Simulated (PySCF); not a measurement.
Compound: H10O2Si4.
Atom-mapped SMILES: `[OH:1][SiH2:2][Si@H:3]([SiH3:4])[O:5][SiH3:6]` (hydrogens: H7 on O1; H8, H9 on Si2; H10 on Si3; H11, H12, H13 on Si4; H14, H15, H16 on Si6)

Computed by this run: PBE0-D3(BJ)/def2-SVP geometry optimisation, gas phase (PySCF 2.14.0); density fitting, grid level 1; the optimiser is geomeTRIC in internal coordinates, started from a GFN2-xTB structure.

Step 0: E = -35738.9147 eV
```
atom  x, y, z in Å  |  force x, y, z in eV/Å
O1      3.0233   -0.7539    0.0853    1.074   0.963  -0.347
Si2     1.5774   -1.4877    0.2965    0.293  -0.354   0.339
Si3     0.2206    0.1795   -0.5136   -0.606  -0.139  -0.525
Si4     0.3578    2.3129    0.3956    0.419   0.215   0.216
O5     -1.3119   -0.3638   -0.2925    0.401   0.005  -0.161
Si6    -2.7733   -0.6521    0.3167   -0.172  -0.025   0.076
H7      3.8435   -1.1795    0.3193    0.282  -0.213   0.107
H8      1.4367   -1.8500    1.7204   -0.442   0.018   0.500
H9      1.6144   -2.7961   -0.3826   -0.406  -0.371  -0.433
H10     0.2654    0.2560   -1.9932    0.557   0.163  -0.314
H11     1.0353    3.2701   -0.4897    0.285   0.215  -0.452
H12     1.1188    2.3395    1.6539    0.274  -0.122   0.463
H13    -0.9397    2.9268    0.7147   -0.610  -0.062  -0.011
H14    -3.3995    0.6368    0.6105   -0.514   0.430   0.217
H15    -3.4872   -1.3904   -0.7213   -0.604  -0.349  -0.236
H16    -2.5887   -1.4383    1.5370   -0.230  -0.374   0.560
```

Step 1: E = -35739.2945 eV
```
atom  x, y, z in Å  |  force x, y, z in eV/Å
O1      3.1464   -0.7012    0.0909   -0.003   0.136  -0.064
Si2     1.6587   -1.4452    0.2924    0.563   0.027   0.091
Si3     0.2111    0.1703   -0.5490   -0.802  -0.225  -0.230
Si4     0.4134    2.3025    0.4071    0.210   0.133   0.097
O5     -1.3507   -0.3746   -0.3017    0.110  -0.008   0.093
Si6    -2.8481   -0.6578    0.3185    0.171   0.038  -0.037
H7      3.9501   -1.1582    0.3491   -0.010  -0.090   0.041
H8      1.4191   -1.7637    1.7355   -0.148   0.023   0.048
H9      1.6182   -2.7498   -0.4383   -0.138  -0.037  -0.074
H10     0.3269    0.2585   -2.0385    0.260   0.087  -0.005
H11     1.1200    3.2422   -0.5102    0.037   0.028  -0.090
H12     1.1801    2.2753    1.6867    0.015  -0.059   0.087
H13    -0.9406    2.8584    0.6990   -0.105  -0.032  -0.032
H14    -3.5307    0.6288    0.6315   -0.061   0.067   0.029
H15    -3.6474   -1.4130   -0.6836   -0.072  -0.039  -0.031
H16    -2.7338   -1.4625    1.5676   -0.029  -0.049   0.077
```

Step 2: E = -35739.3359 eV
```
atom  x, y, z in Å  |  force x, y, z in eV/Å
O1      3.1619   -0.6764    0.1025   -0.033   0.017  -0.012
Si2     1.6745   -1.4275    0.2810    0.176   0.047   0.032
Si3     0.1921    0.1638   -0.5727   -0.410  -0.118  -0.077
Si4     0.4241    2.2928    0.4026    0.119   0.064   0.048
O5     -1.3637   -0.3854   -0.3124    0.155  -0.008  -0.027
Si6    -2.8521   -0.6633    0.3317   -0.001   0.020   0.031
H7      3.9540   -1.1449    0.3784   -0.003  -0.051   0.026
H8      1.3740   -1.7436    1.7170   -0.018   0.024  -0.004
H9      1.6094   -2.7290   -0.4617   -0.011   0.012  -0.017
H10     0.3755    0.2746   -2.0557    0.062   0.034   0.019
H11     1.1570    3.2255   -0.5095   -0.001  -0.017   0.000
H12     1.1671    2.2333    1.7004   -0.029  -0.025   0.002
H13    -0.9393    2.8506    0.6681   -0.012  -0.003  -0.018
H14    -3.5330    0.6278    0.6538    0.004  -0.003   0.001
H15    -3.6785   -1.4209   -0.6529    0.000   0.003   0.004
H16    -2.7302   -1.4675    1.5862    0.002   0.004  -0.006
```

Step 3: E = -35739.3470 eV
```
atom  x, y, z in Å  |  force x, y, z in eV/Å
O1      3.1686   -0.6546    0.1137    0.012  -0.008   0.004
Si2     1.6814   -1.4072    0.2704   -0.038   0.032  -0.007
Si3     0.1681    0.1574   -0.5951   -0.055  -0.001   0.023
Si4     0.4328    2.2795    0.3987    0.018  -0.016   0.003
O5     -1.3784   -0.3977   -0.3279    0.097  -0.034  -0.086
Si6    -2.8575   -0.6677    0.3407   -0.060   0.012   0.057
H7      3.9476   -1.1350    0.4092   -0.012  -0.007   0.007
H8      1.3523   -1.7177    1.7015    0.017   0.007   0.003
H9      1.6214   -2.7079   -0.4749    0.031   0.001   0.002
H10     0.3896    0.2854   -2.0708   -0.045   0.002  -0.002
H11     1.1960    3.2006   -0.4998    0.007  -0.011   0.015
H12     1.1495    2.1857    1.7087   -0.021  -0.005   0.001
H13    -0.9279    2.8560    0.6435    0.014   0.023  -0.005
H14    -3.5277    0.6273    0.6708    0.013  -0.007  -0.003
H15    -3.7046   -1.4247   -0.6269    0.014   0.008   0.001
H16    -2.7184   -1.4694    1.5950    0.008   0.007  -0.011
```

Problem. Estimate the geometry and energy of step 4. (The exact step hangs on the optimiser's Hessian estimate; all steps are aligned on step 3, rigid shifts and turns removed.)

Solution. E = -35739.3513 eV, largest force 0.111 eV/Å
```
atom  x, y, z in Å  |  force x, y, z in eV/Å
O1      3.1658   -0.6365    0.1204    0.024   0.002   0.002
Si2     1.6808   -1.3951    0.2631   -0.073   0.003  -0.014
Si3     0.1528    0.1526   -0.6113    0.090   0.051   0.040
Si4     0.4375    2.2671    0.3966   -0.019  -0.033  -0.009
O5     -1.3877   -0.4083   -0.3430    0.016  -0.057  -0.081
Si6    -2.8602   -0.6701    0.3456   -0.044   0.012   0.052
H7      3.9381   -1.1188    0.4304   -0.006   0.008   0.002
H8      1.3436   -1.7010    1.6934    0.010  -0.002   0.000
H9      1.6405   -2.6987   -0.4789    0.026  -0.002   0.010
H10     0.3801    0.2885   -2.0852   -0.064  -0.006  -0.006
H11     1.2294    3.1777   -0.4868    0.014  -0.008   0.014
H12     1.1328    2.1488    1.7158   -0.014  -0.001   0.004
H13    -0.9146    2.8695    0.6276    0.018   0.024  -0.005
H14    -3.5184    0.6292    0.6812    0.008  -0.005  -0.001
H15    -3.7216   -1.4247   -0.6106    0.010   0.007  -0.001
H16    -2.7065   -1.4702    1.5987    0.004   0.005  -0.006
```

The energy changes by -0.0043 eV. The first-order estimate −F·Δx gives -0.0051 eV and the mean of the old and new forces, exact on a quadratic surface, -0.0041 eV. The step makes an angle of 74° with the force vector and moves no atom by more than 0.043 Å.

The cost below is that of the whole optimisation. Hardware: one thread of an Arm Neoverse V1 (shared host). Cost: 4.1 min of wall time, 0.65 GiB resident at most.
